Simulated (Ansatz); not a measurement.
Reactions of `O[Si](F)(F)[SiH3]`.

Program: Ansatz. Geometries: PBE0-D4/def2-TZVP. ΔE: electronic, gas phase. CCSD(T)/CBS is the MP2 limit (def2-TZVPP, def2-QZVPP) plus CCSD(T) − MP2 in def2-TZVPP, frozen cores. Small cases extrapolate CCSD(T) itself. DFT in def2-TZVPP. B3LYP here is the variant with VWN-RPA as its local correlation; programs differ in this. Open shells (•) are unrestricted, without spin–orbit coupling. Spin–orbit coupling would lower the free atoms: a little for F, O, Si. Each species was taken in one conformer, which may not be the lowest.

| reaction | r2SCAN-D4 (kcal/mol) | B3LYP-D4 (kcal/mol) | CCSD(T)/CBS(def2) (kcal/mol) |
| --- | --- | --- | --- |
| `O[Si](F)(F)[SiH3]` + BH₃ → `B[Si](O)(F)[SiH3]` + H–F | 44.6 | 44.8 | 44.4 |
| `O[Si](F)(F)[SiH3]` + `N[SiH](O)F` → `O[SiH](F)N[Si](O)(F)F` + SiH₄ | -21.8 | -21.5 | -22.1 |
| `O[Si](F)(F)[SiH3]` + CH₄ → `C[Si](F)(F)[SiH3]` + H₂O | 28.2 | 28.4 | 27.3 |
| `O[Si](F)(F)[SiH3]` + `O[BH][AlH2]` → `[AlH2][BH]O[SiH3]` + `O[SiH](F)F` | -19.8 | -20.9 | -22.0 |
| `O[Si](F)(F)[SiH3]` → 2 F• + 4 H• + O• + 2 Si• | 798.5 | 792.7 | 804.7 |
| `O[Si](F)(F)[SiH3]` + H₂ → `O[SiH](F)[SiH3]` + H–F | 36.3 | 34.9 | 34.1 |
| `O[Si](F)(F)[SiH3]` + `C=CCS` → `C=CCS[SiH3]` + `O[SiH](F)F` | -16.6 | -16.0 | -17.4 |
| `O[Si](F)(F)[SiH3]` → `F[Si]F` + `O[SiH3]` | 46.0 | 39.4 | 41.1 |
| `O[Si](F)(F)[SiH3]` + H₂O → `O[Si](O)(F)F` + SiH₄ | -29.6 | -28.6 | -29.1 |
| `O[Si](F)(F)[SiH3]` → `O[Si](F)F`• + `[SiH3]`• | 77.9 | 81.2 | 85.4 |

Largest T1 diagnostic: 0.015, for `F[Si]F`.

Extrapolated directly: `O[Si](F)(F)[SiH3]` → 2 F• + 4 H• + O• + 2 Si•.
